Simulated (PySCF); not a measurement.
C2H4N2OSi, SMILES O[SiH]1N=CC=N1.

Geometry: PBE-D3(BJ)/def2-SVP. This is a generated structure with no PubChem entry under its InChIKey; it may be hypothetical. Other conformers were not sampled.

The numbers are results of PySCF with PBE-D3(BJ)/def2-SVP, not measurements.

Frequencies are harmonic and unscaled.

```
mode  ν (cm⁻¹)  IR (km/mol)   moving atoms (share of kinetic energy)
----  --------  -----------  ---------------------------------------
1          144          1.0  O 32 %, C 21 %, H 19 %, Si 15 %, N 14 %
2          169         45.9                           H 66 %, N 13 %
3          289         73.5            O 39 %, H 38 %, N 9 %, Si 8 %
4          405         40.4   N 51 %, O 16 %, Si 13 %, C 11 %, H 9 %
5          458          1.3                   H 37 %, C 31 %, N 29 %
6          507         36.5                  Si 40 %, N 33 %, C 17 %
7          617         31.0                  N 39 %, Si 35 %, C 19 %
8          688         12.6                                   N 81 %
9          714          8.1                                   H 80 %
10         741         23.7                           H 84 %, O 11 %
11         829        136.8                           C 50 %, H 37 %
12         846         60.1                    H 57 %, C 25 %, O 9 %
13         868        117.1                            H 81 %, C 9 %
14         882        100.2                   C 44 %, N 39 %, H 13 %
15         928        125.4                  Si 43 %, O 33 %, H 20 %
16         981          0.0                           H 57 %, C 41 %
17        1265          0.1                           H 84 %, N 11 %
18        1284          4.8                           H 75 %, C 19 %
19        1578         60.5                           C 54 %, N 45 %
20        1643          5.8                           C 58 %, N 38 %
21        2240         78.1                                   H 97 %
22        2981         27.1                            H 92 %, C 8 %
23        2996         87.4                            H 92 %, C 8 %
24        3768         92.9                                   H 94 %
```
